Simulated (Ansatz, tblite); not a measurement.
Cost and result up the ladder for AlB12⁻ (the lowest singlet isomer of a short search) (13 atoms). The state is a singlet with charge -1. Geometry: PBE-D4/def2-SVP.

```xyz
13

Al   -0.7824    2.3537    1.2814
B     0.2914   -0.8812   -0.4792
B     0.9505    1.7215    2.0036
B     0.7898   -2.3729   -1.2940
B    -1.4371   -0.5922   -1.4789
B     1.7862   -1.8946   -0.2098
B     0.5341    0.5318    0.7885
B    -0.9028    0.5841   -0.1832
B    -0.5548   -1.8020   -1.8076
B    -2.3141    0.6981   -1.0858
B    -2.1307    1.8282   -0.0709
B     1.8978    0.5434    1.7669
B     1.8721   -0.7179    0.7690
```

Ansatz on 4 threads of Arm Neoverse V1 on a shared host; xTB runs through tblite on one thread. Times are rough, summed over both states, and most runs start from the orbitals of an earlier one. No level here is sound enough to serve as a yardstick. The other state is a triplet at its own geometry, which has other bonds, so the gap mixes isomer and spin.

The xTB rows come from tblite. The structure comes from a short search, and lower isomers may exist.

Run but left out: HF/STO-3G (singlet: restricted singlet, unstable in another Hartree–Fock run and untested here); HF/def2-SVPD (singlet: restricted singlet, unstable towards broken spin symmetry); MP2/def2-SVPD (triplet: ⟨S²⟩ 2.15, where a pure state has 2.00).

xTB has no spin-polarisation term.

| level | functions | wall time |
| --- | --- | --- |
| GFN1-xTB | 57 | 0.022 s |
| GFN2-xTB | 57 | 0.047 s |
| PBE-D4/def2-TZVPD | 486 | 44 s |
| r2SCAN-D4/def2-TZVPD | 486 | 81 s |
| PBE0-D4/def2-TZVPD | 486 | 3.7 min |

(1) Estimate what each level gives for the triplet − singlet (eV).

## Answers

(1) 
```json
{"level": "GFN1-xTB", "triplet − singlet (eV)": "0.12", "remarks": "–"}
{"level": "GFN2-xTB", "triplet − singlet (eV)": "0.83", "remarks": "–"}
{"level": "PBE-D4/def2-TZVPD", "triplet − singlet (eV)": "-0.04", "remarks": "restricted SCF unstable in HF (singlet)"}
{"level": "r2SCAN-D4/def2-TZVPD", "triplet − singlet (eV)": "-0.17", "remarks": "restricted SCF unstable in HF (singlet)"}
{"level": "PBE0-D4/def2-TZVPD", "triplet − singlet (eV)": "-0.10", "remarks": "restricted SCF unstable in HF (singlet)"}
```
